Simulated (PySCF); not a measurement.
Compound: C₅H₄F₄O₂.
Cartesian coordinates in Å at the PBE0-D3(BJ)/def2-SVP level; atoms count from 1:
```xyz
15
C5H4F4O2 angstrom
O      1.597   -0.200    1.645
C      1.077   -0.344    0.576
C     -0.416   -0.559    0.434
O     -0.865   -0.996   -0.836
C     -1.586    0.216   -1.073
C     -1.225    0.751    0.310
F     -0.484    1.892    0.320
C      1.927   -0.319   -0.715
F      1.414    0.539   -1.601
F      3.165    0.052   -0.444
F      1.953   -1.530   -1.263
H     -0.727   -1.222    1.259
H     -1.149    0.814   -1.889
H     -2.655    0.035   -1.267
H     -2.048    0.855    1.031
```

Linear response at wB97X-D/def2-SVPD (PySCF, frozen core in the response, non-relativistic).

Static isotropic polarisability: 65.04 au (9.64 Å³), principal values 57.0, 63.7, 74.4 au.

(1) What is the polarisability at 1064 nm and at the sodium D line?

(2) What is the isotropic C6 coefficient between two such molecules, C6 = (3/π)∫α(iω)² dω?

(3) Which effective excitation energy ω̄ makes London's formula C6 = (3/4)α²ω̄ exact here?

(4) What n − 1 at the D line would an ideal gas of it have at 273.15 K and 1 atm (2.6868 × 10¹⁹ cm⁻³), by n − 1 = 2π·N·α′?

(5) How many electrons N does the Slater–Kirkwood formula C6 = (3/4)·√N·α^(3/2) need to give this C6?

(6) The lowest 10 singlets have (eV, f): 4.09, 0.000; 5.96, 0.007; 6.98, 0.041; 7.30, 0.027; 7.70, 0.001; 8.15, 0.014; 8.51, 0.000; 8.68, 0.005; 8.88, 0.003; 9.01, 0.017. What share of the static polarisability do they carry in the sum over states α = Σ f/ω²?

(7) What molar refraction at the D line follows from R = (4π/3)·N_A·α′, with α′ the polarisability volume?

(8) What three-body coefficient follows from the one-pole estimate C9 = (3/4)·α·C6?

Results:

(1) 65.39 au at 1064 nm (+0.5 %), 66.19 au at 589.3 nm (+1.8 %). The rise at 589.3 nm is 3.33 times that at 1064 nm; a pure ω² law gives 3.26. The lowest singlet lies at 303 nm, shorter than both wavelengths.

(2) 2265 au (Eh·bohr⁶) by a ten-point quadrature over imaginary frequencies, which is 1350 eV·Å⁶ or 131 J·nm⁶/mol.

(3) ω̄ = 4·C6/(3α²) = 0.714 Eh = 19.4 eV. A one-pole form α(ω) = α/(1 − ω²/ω̄²) fitted to the 1064 nm value gives 16.0 eV.

(4) 16.56 × 10⁻⁴, a formal value whether or not that pressure can be reached.

(5) N = (4·C6/3)²/α³ = 33.1; the species has 86 electrons in all.

(6) 1.56 au, 2.4 % of α; the largest term, 0.63 au, is that of the state at 6.98 eV. Their oscillator strengths add up to 0.12. Higher states carry the rest.

(7) α′ = 9.81 Å³ gives R = 24.74 cm³/mol, for isolated, non-vibrating species.

(8) 110000 au. This is an estimate from the two numbers above, not a computed integral.

One conformer stands for the species.

Note: wB97X-D ran without an empirical dispersion term, which enters the total energy and its gradient alone.
